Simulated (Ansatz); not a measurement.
`[F][In]([F])[Cl]`, relaxed with RKS PBE0-D4/def2-TZVP in the Gaussian-basis code of Ansatz from a PBE-D4/def2-SVP geometry. The force threshold is 0.005 eV/Å; the program also tests the step.

The species carries charge 0 and has multiplicity 1. In: def2 effective core potential.

Start:

```xyz
4

F     1.381   -1.068    0.976
In    0.003   -0.075   -0.003
F    -1.290   -1.110   -1.052
Cl   -0.093    2.253    0.079
```

```
step  energy (eV)  largest force (eV/Å)  largest move (Å)
   1  -23126.6555                 0.769             0.000
   2  -23126.7119                 0.115             0.049
   3  -23126.7137                 0.014             0.014
   4  -23126.7138                 0.004             0.007
```

End:

```xyz
4

F     1.335   -1.066    0.942
In    0.002   -0.051   -0.002
F    -1.245   -1.105   -1.017
Cl   -0.092    2.222    0.078
```

Hardware: 2 threads of a server CPU on a shared host. Wall time 12 s, peak host memory 0.35 GiB.
